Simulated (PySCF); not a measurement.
# A search over the determinants of GeBr

Unrestricted PBE0; basis Ge def2-TZVPPD, Br def2-TZVPPD; no relativity; PySCF 2.14. Outer shells of the fragments: Ge 3d10 4s2 4p2; Br 3d10 4s2 4p5.

Followed along the bond (rough minima from three points):

```csv
2Ms+1,unpaired,⟨S²⟩ at the start,R at minimum (Å),Te (eV)
2,π ↑,0.75,2.33,0.00
4,"σ ↑, π ↑↑",3.75,2.36,3.16
```

Solutions found at the starting distance of 2.275 Å, counted from the lowest of them; the search is not exhaustive and high or unbound solutions are not listed, so other states can lie among these:

| 2Ms+1 | unpaired | term | E (eV) | ⟨S²⟩ | ⟨Lz²⟩ | μ (D) |
| --- | --- | --- | --- | --- | --- | --- |
| 2 | π ↑ | ²Π | 0.00 | 0.75 | 1.01 | -1.22 |
| 2 | σ ↑ | ²Σ⁺ | 2.93 | 0.75 | 0.00 | -0.56 |
| 4 | σ ↑, π ↑↑ | ⁴Σ⁻ | 3.17 | 3.75 | 0.00 | -0.24 |
| 2 | σ ↑, π ↑↓ | mixed | 3.95 | 1.76 | 2.02 | 0.26 |
| 2 | σ ↓, π ↑↑ | mixed | 4.04 | 1.77 | 0.00 | 0.56 |
| 4 | π ↑↑↑ | ⁴Π | 4.40 | 3.76 | 1.01 | 3.27 |
| 4 | σ ↑↑, π ↑ | ⁴Π | 5.87 | 3.76 | 1.01 | 0.17 |
| 4 | σ ↑, π ↑↑ | mixed | 6.73 | 3.76 | 2.01 | 2.18 |
| 4 | σ ↑, π ↑↑ | mixed | 6.95 | 3.76 | 2.02 | 2.20 |

A term symbol is given only where ⟨S²⟩ and ⟨Lz²⟩ are close to those of a pure state; real π, δ and φ orbitals otherwise mix terms. A positive dipole means Ge(−)Br(+).

Spin–orbit coupling is left out. Counting both spins, an empty level lies below a filled one in some of these solutions, because spin and occupation are held.
